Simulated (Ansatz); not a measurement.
Question: Name a neutral molecule of B, Cl, Se, Si and H with HOMO–LUMO gap (PBE/def2-TZVPP) between 4.10 and 4.40 eV and LUMO energy (ωB97M-V/def2-TZVPP) between -0.15 and 0.15 eV (Ansatz, PBE0-D4/def2-TZVP geometry).

Answer: `B[Se][SiH2]Cl` (4.31 eV, 0.12 eV). Other molecules can fit too; these were computed, each in one conformer that needn't be the lowest.
